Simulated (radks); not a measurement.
Coulomb parameter of the 4f shell of the praseodymium ion Pr3+ in the model configuration [Xe] 4f0.5 5d1.5, as a second difference U = [E(n + 0.25) + E(n - 0.25) - 2 E(n)] / (0.25)^2 with all orbitals relaxed. "Bare": the charge of the atom changes with n. "Screened": the 5d shell takes up the change at fixed total charge, which measures U(4f,4f) + U(5d,5d) - 2 U(4f,5d). All-electron calculation, Dirac Kohn-Sham, LDA (Slater exchange, Perdew-Wang correlation), spin-unpolarised, spherical densities, finite nucleus; open shells are shared between the two j in proportion to 2j + 1; Fermi nuclear charge, rms radius 4.8919 fm. Program: a radial shooting solver on a logarithmic mesh with Libxc functionals.

start: configuration [Xe] 4f0.5 5d1.5; E - E(n) (eV) 0.000
bare +0.25: configuration [Xe] 4f0.75 5d1.5; E - E(n) (eV) -9.533
bare -0.25: configuration [Xe] 4f0.25 5d1.5; E - E(n) (eV) 10.728
screened +0.25: configuration [Xe] 4f0.75 5d1.25; E - E(n) (eV) -3.254
screened -0.25: configuration [Xe] 4f0.25 5d1.75; E - E(n) (eV) 3.611

U(bare) = 19.120 eV, U(screened by 5d) = 5.706 eV.
